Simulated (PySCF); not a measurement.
## How methods differ on the excitation energy of Te(2+)

Te(2+) [Kr] 4d10 5s2 5p2 (3P) → Te(2+) [Kr] 4d10 5s1 5p2 6s1 (5P), as a difference of total energies. Computed with PySCF 2.14 in aug-cc-pwCVTZ-PP with ECP28MDF, with scalar relativity through the core potential. Correlated levels: valence: 4s2 4p6 4d10 frozen. The calculations carry no spin-orbit coupling.

```tsv
method	excitation energy (eV)
UHF	19.709
MP2 (valence)	20.608
SCS-MP2 (valence)	21.004
CCSD (valence)	20.722
CCSD(T) (valence)	20.731
```

Question: How much does correlation contribute at CCSD(T) (valence)?

Answer: 20.731 − (19.709) = 1.022 eV, measured against UHF.

The promoted electron is Rydberg-like, and one or two diffuse shells describe it only roughly, which tends to raise the upper state.

The coupled-cluster amplitudes are large for the upper state (T1 above 0.03 or a double amplitude above 0.15), so a single reference is strained.
